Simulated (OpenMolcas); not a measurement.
## Si²⁺: RASPT2 settings compared

```
Program             : OpenMolcas
Basis               : ANO-L-VDZP [4s3p1d]
Scalar Hamiltonian  : non-relativistic, point nucleus
Active space        : 2 electrons in 9 orbitals (RAS2 3s 3p; RAS3 3d, at most 2 electrons)
State averaging     : 2S+1 = 1 even, 7 roots; 2S+1 = 3 even, 3 roots kept (CI in the orbitals of an earlier block); 2S+1 = 1 odd, 3 roots; 2S+1 = 3 odd, 3 roots kept (CI in the orbitals of an earlier block)
Spin-orbit coupling : state interaction with AMFI integrals over the reference wave functions, term energies averaged over their components
```

Methods on the same reference wave functions:
A. RASSCF
B. SS-RASPT2, IPEA 0.35 Eh, no level shift (closed shells correlated: 2s 2p)
C. SS-RASPT2, IPEA 0.4 Eh, sigma2 regulariser 0.5 Eh (closed shells correlated: 2s 2p)
D. MS-RASPT2, IPEA 0.35 Eh, no level shift (closed shells correlated: 2s 2p)
E. XMS-RASPT2, IPEA 0.35 Eh, sigma1 regulariser 0.2 Eh (closed shells correlated: 2s 2p)

Energies in cm-1 above 3s2 1S0, the measured ground level; measured values from NIST levels in Kelleher and Podobedova, J. Phys. Chem. Ref. Data 37, 1285 (2008).

| Level | A | B | C | D | E | Measured |
| --- | --- | --- | --- | --- | --- | --- |
| 3s2 1S0 | 0.0 | 0.0 | 0.0 | 0.0 | 0.0 | 0.0 |
| 3s 3p 3P* 0 | 51124 | 50966 | 51020 | 50971 | 50855 | 52725 |
| 3s 3p 3P* 1 | 51213 | 51055 | 51110 | 51061 | 50945 | 52853 |
| 3s 3p 3P* 2 | 51394 | 51236 | 51291 | 51242 | 51126 | 53115 |
| 3s 3p 1P* 1 | 84230 | 84217 | 84224 | 84223 | 84243 | 82884 |

Deviations, from unrounded energies. A percentage is the sum of absolute deviations over the sum of measured energies, with the sign that they share, or ± where signs differ.

```tsv
Against measurement	Levels	A	B	C	D	E
mean absolute deviation (cm-1)	4	1600	1700	1700	1700	1800
other configurations (%)	4	±2.6	±2.8	±2.7	±2.8	±2.9
```

A, C lie about equally close to measurement and E furthest from it. The largest miss of A in the table is 3s 3p 3P* 2, by -1700 cm-1. The ranking rests on the paired levels alone, and a cruder setting can come out closer through cancelling errors.

Among B to E the level of the table that moves most is 3s 3p 3P* 0, by 170 cm-1 (lowest in E, highest in C).

The lowest spin-free term lies below A's lowest term by 0.006 hartree in B, 0.006 hartree in C, 0.006 hartree in D, 0.007 hartree in E.

Terms from blocks run as CI alone lack orbitals of their own. Active for correlation alone: 3d; no level in the range computed is led by a configuration that fills it, so any true level of that kind is missing. Measured partners are found by configuration, term and J. A level has none where our copy of the source lacks it or the pairing is in doubt (some pairs that miss far off the trend of their configuration count as doubtful), and it then counts in no deviation. Levels of configurations outside the active space are missing. The table leaves out levels that lie high or whose names do not pair safely across all columns.

* marks odd parity.
